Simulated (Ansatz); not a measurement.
CH3BF, SMILES `C[B-]F` (lower singlet) (charge -1, multiplicity 1). This singlet lies 1.11 eV below the relaxed triplet at the level frozen-core CCSD(T)/aug-cc-pVDZ // B3LYP-D3(BJ)/def2-TZVPD (Ansatz, a first-principles code).

The numbers are results of r2SCAN0/aug-cc-pVTZ // B3LYP-D3(BJ)/def2-TZVPD run with Ansatz, not measurements.

Ansatz 0.2 input:
```yaml
crystal:
  periodic: [false, false, false]
  atoms:
    - { symbol: C, position_ang: [-0.467738, 0.08128, -0.034513] }
    - { symbol: B, position_ang: [1.05033, 0.60386, -0.119645] }
    - { symbol: F, position_ang: [1.883431, -0.460439, 0.160995] }
    - { symbol: H, position_ang: [-0.599277, -0.768496, -0.729091] }
    - { symbol: H, position_ang: [-0.653766, -0.299291, 0.986262] }
    - { symbol: H, position_ang: [-1.21298, 0.843086, -0.264008] }
basis:
  gaussian: { orbitals: aug-cc-pVTZ }
hamiltonian:
  xc: r2scan0
total_charge: -1
```

Output:

```
Functional definition: r2SCAN0
835 factors; their error is unknown
mean field evaluation 1: about -4473.0942 eV, gradient 4.6e1 eV
mean field evaluation 2: about -4467.7972 eV, gradient 6.6e1 eV
mean field evaluation 4: about -4477.6434 eV, gradient 4.8e0 eV
mean field evaluation 8: about -4477.7114 eV, gradient 3.4e-1 eV
mean field evaluation 16: about -4477.7116 eV, gradient 5.1e-5 eV
mean field -4477.71158419 eV, -164.5528656170 hartree, gradient 7.7e-6 eV, S^2 0.000000; 0 other end points of the search recorded, 0 dependent functions left out
reference -4477.71159462 eV, -164.5528660003 hartree; 12, 12 occupied and 195, 195 virtual orbitals, 835 factors
Total energy: -4477.71159462 eV, -164.5528660003 hartree
```
